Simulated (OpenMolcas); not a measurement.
# Co6+, Rh6+, Ir6+: d3 down the group

```yaml
Program: OpenMolcas 26.06
Method: SS-RASPT2, IPEA 0.25 Eh, imaginary shift 0.1 Eh
Basis: ANO-RCC-VQZP
Scalar_Hamiltonian: DKH2, point nucleus
Spin-orbit_coupling: state interaction with AMFI integrals over the reference wave functions, term energies averaged over their components
```

Active space for each ion: 9 electrons in 8 orbitals (RAS1 p, at most 2 holes; RAS2 d); closed shells correlated by CASPT2: Co6+ 3s; Rh6+ 4s; Ir6+ 5s.

Computed levels in cm-1 above 4F 3/2:

```json
{"Level": "4F 5/2", "Co6+": "745", "Rh6+": "1857", "Ir6+": "8270"}
{"Level": "4F 7/2", "Co6+": "1735", "Rh6+": "4050", "Ir6+": "14320"}
{"Level": "4P 1/2", "Co6+": "21760", "Rh6+": "15310", "Ir6+": "19860"}
{"Level": "4P 5/2", "Co6+": "22950", "Rh6+": "18120", "Ir6+": "29620"}
{"Level": "2G 7/2", "Co6+": "23670", "Rh6+": "18040", "Ir6+": "27630"}
{"Level": "2G 9/2", "Co6+": "24640", "Rh6+": "19110", "Ir6+": "44850"}
{"Level": "2P 3/2", "Co6+": "30110", "Rh6+": "28410", "Ir6+": "48410"}
{"Level": "2P 1/2", "Co6+": "30370", "Rh6+": "23150", "Ir6+": "34850"}
{"Level": "2H 9/2", "Co6+": "32760", "Rh6+": "25320", "Ir6+": "28990"}
{"Level": "weight of 4F in the lowest level (%)", "Co6+": "100", "Rh6+": "97", "Ir6+": "79"}
```

Mixed levels, with the weight of the term that names them: Co6+ 2P 3/2 (59 %), Rh6+ 2G 9/2 (65 %), Rh6+ 2P 3/2 (53 %), Rh6+ 2H 9/2 (69 %), Ir6+ 4P 1/2 (68 %), Ir6+ 2G 9/2 (58 %), Ir6+ 2P 3/2 (56 %), Ir6+ 2P 1/2 (68 %), Ir6+ 2H 9/2 (55 %).

Measured, with the error of the calculation in %. Measured levels: Co6+ from Sugar and Corliss, J. Phys. Chem. Ref. Data 10, 1097 (1981).

```csv
Level,Co6+
4F 5/2,698 (+6.7)
4F 7/2,1610 (+7.8)
4P 1/2,21096 (+3.2)
4P 5/2,22187 (+3.4)
```

The fine-structure level 4F 7/2 changes by a factor of 8.25 from Co6+ to Ir6+.

Without spin-orbit coupling 4P lies 20830, 13290, 12510 cm-1 above 4F in that order; the difference to the level 4P 1/2, of either sign, comes from spin-orbit coupling, which also lowers the zero.

Term energies are means over components that CASPT2 splits; among the terms shown or strongly mixed into the levels shown the widest spread is 310 cm-1 (3d3 4F, Co6+). Active for correlation alone: 3p; no level in the range computed is led by a configuration that opens it, so any true level of that kind is missing (holds for Co6+). Active for correlation alone: 4p; no level in the range computed is led by a configuration that opens it, so any true level of that kind is missing (holds for Rh6+). Active for correlation alone: 5p; no level in the range computed is led by a configuration that opens it, so any true level of that kind is missing (holds for Ir6+). Measured partners are found by configuration, term and J. A level has none where our copy of the source lacks it or the pairing is in doubt (some pairs that miss far off the trend of their configuration count as doubtful), and it then counts in no deviation. Levels of configurations outside the active space are missing.
